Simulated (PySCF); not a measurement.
**TDDFT excited states: C2H11FSSi3**

C2H11FSSi3.
Z-matrix (Å and degrees, GFN2-xTB geometry), rows numbered from 1:
```
C 
S   1  1.8190
C   2  1.8273  1  102.29
F   3  1.4098  2  107.45  1    59.75
Si  3  1.9225  2  112.03  1   -58.05
Si  3  1.9380  2  105.63  1   172.18
Si  6  2.3131  3  108.96  2   -58.48
H   1  1.0858  2  108.79  3   -46.90
H   1  1.0856  2  106.13  3  -165.31
H   1  1.0865  2  110.28  3    75.13
H   5  1.4628  3  108.51  2    77.20
H   5  1.4598  3  106.48  2   -43.43
H   5  1.4596  3  107.30  2  -164.06
H   6  1.4709  3  102.63  2   178.49
H   6  1.4668  3  104.19  2    67.63
H   7  1.4676  6  109.78  3  -157.81
H   7  1.4646  6  112.03  3    83.23
H   7  1.4643  6  112.90  3   -38.39
```

Method: TDDFT B3LYP/def2-SVPD, vertical, gas phase, core orbitals frozen in the response (PySCF 2.14.0, density-fitted response routines).

Task: What does the calculation give for the low-lying excited states?

Result: 

| state | E (eV) | E (kJ/mol) | λ (nm) | f | \|μ\| (D) | main configurations (H = HOMO, L = LUMO) |
| --- | --- | --- | --- | --- | --- | --- |
| S1 | 5.01 | 483 | 247.4 | 0.0043 | 0.48 | H→L (85%), H→L+1 (12%) |
| S2 | 5.31 | 512 | 233.5 | 0.0030 | 0.39 | H→L+1 (82%), H→L (13%) |
| S3 | 5.58 | 539 | 222.1 | 0.0027 | 0.35 | H→L+2 (95%) |
| S4 | 5.89 | 568 | 210.6 | 0.015 | 0.82 | H→L+3 (52%), H→L+4 (32%) |
| S5 | 5.99 | 578 | 206.9 | 0.0083 | 0.60 | H→L+3 (42%), H→L+4 (35%), H→L+5 (19%) |
| S6 | 6.14 | 592 | 202.0 | 0.0086 | 0.61 | H→L+5 (71%), H→L+4 (25%) |
| S7 | 6.39 | 616 | 194.0 | 0.018 | 0.86 | H→L+6 (90%) |
| S8 | 6.49 | 626 | 191.2 | 0.058 | 1.54 | H-1→L (94%) |

Triplets, Tamm–Dancoff:

```tsv
state	E (eV)	λ (nm)	main configurations (H = HOMO, L = LUMO)
T1	4.75	261.2	H→L (63%), H→L+1 (26%)
T2	5.12	242.0	H→L+1 (60%), H→L (27%)
T3	5.31	233.5	H→L+2 (55%), H→L+5 (18%), H→L+4 (13%)
```

The lowest singlet lies at 5.01 eV (247 nm, ultraviolet) and is very weak; its leading configuration is HOMO→LUMO (85%). The strongest level in the table is S8 at 6.49 eV (191 nm, f = 0.058). It is the last of those listed, so stronger ones may follow. Löwdin shares by element: HOMO sulfur 64%, carbon 19%, silicon 4% or more; LUMO silicon 52%, carbon 8% or more (atoms not listed hold the other 40%). The listed states span 1.47 eV. Weighted by f, the mean energy of these states is 6.23 eV. Orbital energies (eV): HOMO-3 -8.74, HOMO-2 -8.51, HOMO-1 -7.92, HOMO -6.53, LUMO -0.58, LUMO+1 -0.28, LUMO+2 -0.14. The window holds the lowest 8 singlets.

One conformer stands for the species.
